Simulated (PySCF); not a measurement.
# Structure from 2D NMR

Compound of formula C7H6F2O. Correlations simulated from computed shifts and couplings:

HSQC (one-bond C–H):
| δH | δC | 1J(C,H) (Hz) |
| --- | --- | --- |
| 7.50 | 135.6 | 168 |
| 7.26 | 128.9 | 170 |
| 7.18 | 121.1 | 170 |
| 6.04 | 120.0 | 220 |

COSY cross peaks (|J| ≥ 2 Hz):
| δH | δH | abs. J (Hz) | bonds |
| --- | --- | --- | --- |
| 7.50 | 7.26 | 8.3 | 3 |
| 7.50 | 7.18 | 9.3 | 3 |

HMBC (two and three bonds, |J| ≥ 2.5 Hz):
| δH | δC [abs. J in Hz] |
| --- | --- |
| 7.50 | 158.2 [10.5], 135.6 [9.1] |
| 7.26 | 121.1 [8.4] |
| 7.18 | 158.2 [3.0], 128.9 [8.0], 121.1 [5.0] |

Carbons without hydrogens: δ 158.2.

Non-relativistic, single conformer, rapidly exchanging positions averaged, gas phase. σ from GIAO-PBE0/pcSseg-1; J couplings at B3LYP/pcJ-1 (spin–dipole term only in couplings to heteroatoms); PBE0-D3(BJ)/def2-SVP geometry; PySCF 2.14.

Chemical shifts δ = σref − σ; 1H, 13C against TMS, all at this level.

Exchangeable hydrogens are left out of these lists, and C,H couplings along chains are those of one rotamer, so weak HMBC peaks may be missing or extra.

Q: Work out the connectivity.

A: `O(C(F)F)c1ccccc1`.

Numbering as in the mapped SMILES `[F:1][CH:2]([F:3])[O:4][c:5]1[cH:6][cH:7][cH:8][cH:9][cH:10]1`; H(Xn) means a hydrogen on atom n.

1. δC 158.2 is C5, an aromatic carbon bearing oxygen.
2. δC 135.6 is C7/C9, an aromatic CH (δH 7.50).
3. δC 128.9 is C8, an aromatic CH (δH 7.26).
4. δC 121.1 is C6/C10, an aromatic CH (δH 7.18).
5. δC 120.0 is C2, an sp3 CH bonded to 2 F and O (δH 6.04).
6. HMBC from δH 7.50 reaches the proton-free carbon C5.
7. HMBC from δH 7.18 reaches the proton-free carbon C5.
8. COSY links 7.50–7.26, 7.50–7.18.

The data come from this structure; uniqueness wasn't tested.

Common functionals overestimate the size of one-bond C–F couplings by tens of Hz; these are unscaled. Unscaled 3J(H,H) at this level run about 10 % above measured values. Shifts are as computed. Against solution values, carbons near 30 ppm lie about +2 ppm off and those near 130 ppm about +5 ppm. Of 1211 compounds with measured shifts, 218 miss one by over three times the rms of a fit or turn the order of signals round; such compounds aren't used in these exercises.
